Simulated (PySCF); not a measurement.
## Re⁺: ionisation energy

Re⁺ [Xe] 4f14 5d5 6s1 [5d3/2^4 5d5/2^1 6s1/2^1, M_J = 3] → Re²⁺ [Xe] 4f14 5d5 [5d3/2^4 5d5/2^1, M_J = 5/2], as a difference of total energies. All numbers are calculated (PySCF 2.14, the two-component X2C-1e Hamiltonian, in x2c-TZVPPall-2c). "Screened" scales the spin-orbit matrix elements by Boettger's factors to mimic the two-electron term; Breit and QED terms are absent.

| method | ionisation energy (eV) |
| --- | --- |
| GHF (spin-free) | 15.765 |
| GHF (screened spin-orbit) | 15.746 |

Errors of the correlated levels include the incompleteness of this basis and the frozen core.

The labels give the starting determinants; with spin-orbit coupling the two ends relaxed to ⟨J²⟩ = 12.01, ⟨L²⟩ = 0.21, ⟨S²⟩ = 11.94 and ⟨J²⟩ = 8.76, ⟨L²⟩ = 0.24, ⟨S²⟩ = 8.65.

For comparison: 16.6 ± 0.5 eV (semi-empirical (NIST evaluation); NIST Atomic Spectra Database, ionization energies).
